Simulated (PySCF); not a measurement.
C₅H₁₂PSi (charge +1).
SMILES with atom numbers: `[CH2:1]=[C:2]1[CH2:3][C@@H:4]([CH3:5])[Si@H:6]1[PH3+:7]` (hydrogens: H8, H9 on C1; H10, H11 on C3; H12 on C4; H13, H14, H15 on C5; H16 on Si6; H17, H18, H19 on P7)

Method: PySCF, PBE0-D3(BJ)/def2-SVP geometry optimisation, gas phase.

(1) Give the optimised bond lengths and angles.

Results:

(1) 
```tsv
bond	length (Å)	order
C1=C2	1.334	double
C2–C3	1.529	single
C3–C4	1.565	single
C4–C5	1.515	single
C4–Si6	1.888	single
Si6–P7	2.343	single
C2–Si6	1.852	single
C1–H8	1.094	single
C1–H9	1.096	single
C3–H10	1.105	single
C3–H11	1.102	single
C4–H12	1.106	single
C5–H13, C5–H14, C5–H15	1.101	single
Si6–H16	1.489	single
P7–H17, P7–H18, P7–H19	1.413	single
```

Bonds in one row agree within 0.01 Å and their mean is given. Orders are formal, as drawn. A selection of angles:
```tsv
angle	degrees
C2–C1–H8	121.8
C2–C1–H9	121.4
H8–C1–H9	116.7
C1–C2–C3	131.3
C1–C2–Si6	139.1
C3–C2–Si6	89.2
C2–C3–C4	101.5
C2–C3–H10	110.9
C2–C3–H11	113.8
C4–C3–H10	110.3
C4–C3–H11	113.5
H10–C3–H11	106.8
C3–C4–C5	118.3
C3–C4–Si6	86.9
C3–C4–H12	108.5
C5–C4–Si6	125.3
C5–C4–H12	110.1
Si6–C4–H12	105.0
C4–C5–H13	112.1
H13–C5–H14	108.1
C4–Si6–P7	105.1
C4–Si6–H16	132.4
P7–Si6–H16	100.5
C2–Si6–C4	79.7
C2–Si6–P7	103.5
C2–Si6–H16	131.7
Si6–P7–H17	117.0
Si6–P7–H18	114.4
Si6–P7–H19	112.4
H17–P7–H18	103.9
```

Torsions: C1–C2–C3–C4 -159° (antiperiplanar); C2–C3–C4–C5 -143° (anticlinal); C3–C4–Si6–P7 -90°; C1–C2–Si6–C4 161° (antiperiplanar).

Of the pairs four or more bonds apart, P7···H13 is among the closest relative to their van der Waals radii: 3.12 Å, 104 % of the sum of Bondi's values. C2 (fully substituted alkene carbon) is planar (angles 139.1°, 131.3° and 89.2°, sum 359.6°, 0.05 Å off the plane of its three neighbours). The 4-membered ring C2–C3–C4–Si6 has internal angles of 79.7° to 101.5°; it is puckered, 0.09 Å rms from its mean plane, widest ring torsion 14°. P7 (phosphorus bonded to Si and 3 H) is distorted tetrahedral (angles from 103.8° to 117.0°). Si6 (SiH silicon) has angles from 79.7° to 132.4°. The 2 C–Si bonds span 1.852 Å (C2–Si6, drawn single) to 1.888 Å (C4–Si6, drawn single), a spread of 0.036 Å. C1 (terminal =CH2 carbon) is planar (angles 121.8°, 121.4° and 116.7°, sum 360.0°, 0.00 Å off the plane of its three neighbours).

Point group: C1 (no symmetry element, even within 0.4 Å). No PBE0-D3(BJ)/def2-SVP frequencies stand behind this structure, so it isn't proved a minimum.

Time: 1.9 min wall; peak memory 0.76 GiB. Hardware: an Arm Neoverse V2 with one thread, shared host. This is the geometry optimisation.

One conformer stands for the species.
